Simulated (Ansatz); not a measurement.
Process, species as SMILES: CCCCCO → CCC[CH]CO + H atom (the C-H bond at the site shown breaks; other sites are not compared here)
Each molecule is optimised on its own at B3LYP-D3(BJ)/def2-TZVP (Ansatz, a first-principles code), one conformer each, not searched for the lowest. Frequencies are from Ansatz.
Geometry of the first species:
```
C
H 1 1.0957
H 1 1.0958 2 106.06
C 1 1.5266 2 109.30 3 -118.02
H 4 1.0939 1 110.11 2 -63.19
H 4 1.0970 5 106.61 1 118.51
C 4 1.5214 5 108.66 6 117.41
H 7 1.0916 4 110.16 5 62.67
H 7 1.0982 8 107.26 4 -119.68
O 7 1.4242 8 105.36 9 -117.93
H 10 0.9633 7 108.41 8 179.95
C 1 1.5270 2 109.14 3 117.47
H 12 1.0947 1 109.12 2 64.54
H 12 1.0949 13 106.11 1 -117.48
C 12 1.5258 13 109.60 14 -118.24
H 15 1.0915 12 111.49 13 58.05
H 15 1.0927 16 107.74 12 122.10
H 15 1.0927 16 107.74 17 115.76
```

Wanted: bond dissociation energy (0 K, with B3LYP-D3(BJ) harmonic zero-point energies), in kcal/mol. Correlated levels leave the core frozen unless marked. Open shells are spin-unrestricted. Spin-orbit coupling is left out. No relativistic terms. CBS(X,Y): correlation extrapolated as X^-3; Hartree-Fock from the larger set. The bracket is a focal-point correction in the basis named.

RI-MP2/CBS(cc-pVTZ,cc-pVQZ)+[CCSD(T)-MP2]/cc-pVTZ (Ansatz) gives 98.6 kcal/mol.

Task: Another calculation gave 91.8 kcal/mol. Which level was it?
(A) CAM-B3LYP/def2-TZVPD (Ansatz)
(B) SVWN5/def2-TZVPD (Ansatz)
(C) PBE/def2-TZVPD (Ansatz)

Result: C, PBE/def2-TZVPD (Ansatz). The others give 95.1 (CAM-B3LYP), 103.3 (SVWN5) kcal/mol.
